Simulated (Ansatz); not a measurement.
`[OH][GeH2][I]` + `CO[SiH](C)O` → `CO[SiH](O)[GeH2][OH]` + `CI`  (formal exchange of groups at a Ge–I bond)

Gas-phase electronic energies from Ansatz, PBE0-D4/def2-TZVP geometries. CBS: MP2 limit from def2 TZ/QZ plus the TZ coupled-cluster correction, frozen cores. DFT in def2-TZVPP. B3LYP here is the variant with VWN-RPA as its local correlation; programs differ in this. Elements past krypton have def2 core potentials. For Ge, I outer-core shells are correlated without core-valence functions, which leaves a few kJ/mol of doubt a bond. Scalar relativity is left out up to krypton. Each species was taken in one conformer, which may not be the lowest.

| level | ΔE (kcal/mol) |
| --- | --- |
| PBE0 | 32.5 |
| B3LYP | 31.9 |
| MP2/def2-TZVPP | 33.8 |
| CCSD/def2-TZVPP | 32.4 |
| CCSD(T)/def2-TZVPP | 31.7 |
| MP2/def2-QZVPP | 33.9 |
| HF/CBS(def2) | 37.5 |
| CCSD/CBS(def2) | 32.5 |

**Question.** What does CCSD(T)/CBS give? (An estimate is asked.)

**Answer.** Ansatz gave: +31.7 kcal/mol. The listed levels differ from it by 0.8, 0.2, 2.1, 0.7, 0.0, 2.2, 5.8, 0.8 kcal/mol.

Largest T1 diagnostic among the species: 0.012.

From PBE to PBE0 (25 % exact exchange), in def2-TZVPP and without D4, ΔE moves by +2.2 kcal/mol. In def2-TZVPP, CCSD(T) changes the Hartree–Fock value by −5.4 kcal/mol (the triples alone add −0.7 kcal/mol) and MP2 by −3.3 kcal/mol.
